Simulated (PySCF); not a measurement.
Isomers of C5H8N2O2, mass 128.059 u with the commonest isotopes. Method: PBE0/def2-SVPD in PySCF (dipole) on a GFN2-xTB geometry, gas phase. One conformer each, none proved a minimum here; rigid rotors.

Question: Order these by radius of gyration √(Σ m r²/M), largest first.
A. `[CH2:1]=[C:2]([CH2:3][C:4]([NH2:5])=[O:6])[NH:7][CH:8]=[O:9]` with C1–C2–C3–C4 -87°, C2–C3–C4–N5 -93°, C3–C4–N5–H 178° and 4°, C1–C2–N7–C8 176°, C2–N7–C8–O9 -3°
B. `[CH3:1][O:2][c:3]1[cH:4][n:5][nH:6][c:7]1[O:8][CH3:9]` with C1–O2–C3–C4 0°, N6–C7–O8–C9 180°
C. `[CH3:1][CH:2]([CH3:3])[O:4][c:5]1[n:6][cH:7][n:8][o:9]1` with C1–C2–O4–C5 -161°, C2–O4–C5–N6 1°

Answer: C (2.135 Å), A (2.058 Å), B (2.028 Å).

Question: Order these by dipole moment, smallest first.
A. `[CH3:1][CH:2]([CH3:3])[O:4][c:5]1[n:6][cH:7][n:8][o:9]1` with C1–C2–O4–C5 -161°, C2–O4–C5–N6 1°
B. `[CH2:1]=[C:2]([CH2:3][C:4]([NH2:5])=[O:6])[NH:7][CH:8]=[O:9]` with C1–C2–C3–C4 -87°, C2–C3–C4–N5 -93°, C3–C4–N5–H 178° and 4°, C1–C2–N7–C8 176°, C2–N7–C8–O9 -3°
C. `[CH3:1][O:2][c:3]1[cH:4][n:5][nH:6][c:7]1[O:8][CH3:9]` with C1–O2–C3–C4 0°, N6–C7–O8–C9 180°

Answer: C (2.28 D), A (3.48 D), B (4.45 D).

Question: Order these by rotational constant A, smallest first.
A. `[CH2:1]=[C:2]([CH2:3][C:4]([NH2:5])=[O:6])[NH:7][CH:8]=[O:9]` with C1–C2–C3–C4 -87°, C2–C3–C4–N5 -93°, C3–C4–N5–H 178° and 4°, C1–C2–N7–C8 176°, C2–N7–C8–O9 -3°
B. `[CH3:1][O:2][c:3]1[cH:4][n:5][nH:6][c:7]1[O:8][CH3:9]` with C1–O2–C3–C4 0°, N6–C7–O8–C9 180°
C. `[CH3:1][CH:2]([CH3:3])[O:4][c:5]1[n:6][cH:7][n:8][o:9]1` with C1–C2–O4–C5 -161°, C2–O4–C5–N6 1°

Answer: B (2035 MHz), A (2182 MHz), C (4486 MHz).

```csv
SMILES,point group,Ia (u·Å²),Ib (u·Å²),Ic (u·Å²),κ,μa (D),μb (D),μc (D)
C=C(CC(N)=O)NC=O,C1,231.61,336.41,516.43,-0.13,4.21,1.18,0.82
COc1cn[nH]c1OC,Cs,248.31,281.40,523.33,0.55,0.30,2.26,0.01
CC(C)Oc1ncno1,C1,112.66,498.52,556.76,-0.94,3.05,1.51,0.71
```
